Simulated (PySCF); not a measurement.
## [Pr(OH)4]− at several levels of theory

Computed with PySCF 2.14.0 (density fitting, no spin-orbit coupling) at the geometry relaxed with TPSS:

```xyz
9
[Pr(OH)4]− (singlet in the valence; each metal's 4f electrons, 2 of them, lie in its core potential, out of spins and levels)
Pr    0.0000    0.0000    0.0000
O     1.4102    1.1301    1.2811
H     1.9848    1.6790    1.8297
O    -1.4102   -1.1301    1.2811
H    -1.9848   -1.6790    1.8297
O     1.1300   -1.4101   -1.2811
H     1.6790   -1.9848   -1.8297
O    -1.1300    1.4101   -1.2811
H    -1.6790    1.9848   -1.8297
```

| level | basis | state | HOMO (eV) | gap (eV) | charge on Pr1 (e) | population of f-type functions on Pr1 (polarisation alone where 4f lies in the core) | dipole about the centre of mass (D) | largest force component (eV/Å) |
| --- | --- | --- | --- | --- | --- | --- | --- | --- |
| TPSS | Pr lcecp-1-SVP with ECP48, O def2-SVP, H def2-SVP | singlet | -0.76 | 4.21 | 0.74 | 0.10 | 0.00 | 0.00 |
| BP86 | the same | singlet | -0.79 | 4.19 | 0.61 | 0.11 | 0.00 | 0.05 |
| M06-L | the same | singlet | -0.82 | 5.12 | 1.06 | 0.10 | 0.00 | 0.42 |
| CAM-B3LYP | the same | singlet | -3.79 | 8.11 | 0.84 | 0.11 | 0.00 | 0.28 |
| TPSS | Pr lcecp-1-TZVP with ECP48, O def2-TZVP, H def2-TZVP | singlet | -1.25 | 4.49 | 1.50 | 0.12 | 0.00 | 0.28 |

In the lcecp rows the 4f levels are missing from HOMO and gap, and the state counts the valence alone.

Charges are Mulliken's, which hang on the basis. The relaxation used the grid (50, 194), these runs (75, 302) or, all-electron (x2c bases, spin-free X2C Hamiltonian), (99, 590).

Problem. What does revPBE with Pr lcecp-1-SVP with ECP48, O def2-SVP, H def2-SVP give here?

Solution. state singlet, HOMO (eV) -0.62, gap (eV) 3.91, charge on Pr1 (e) 0.64, population of f-type functions on Pr1 (polarisation alone where 4f lies in the core) 0.11, dipole about the centre of mass (D) 0.00, largest force component (eV/Å) 0.06. Time: 7 s on 2 threads of Arm Neoverse V1 (shared host), from an already converged density.

In the first row's basis the gap widens with exact exchange: 3.9 to 5.1 eV for revPBE, BP86, TPSS, M06-L (none); 8.1 eV for CAM-B3LYP (rising or full at long range).

No frequency check is given that shows the relaxed geometry to be a minimum. An lcecp potential fixes the number of 4f electrons, so in runs with it no electron can move into or out of that shell.
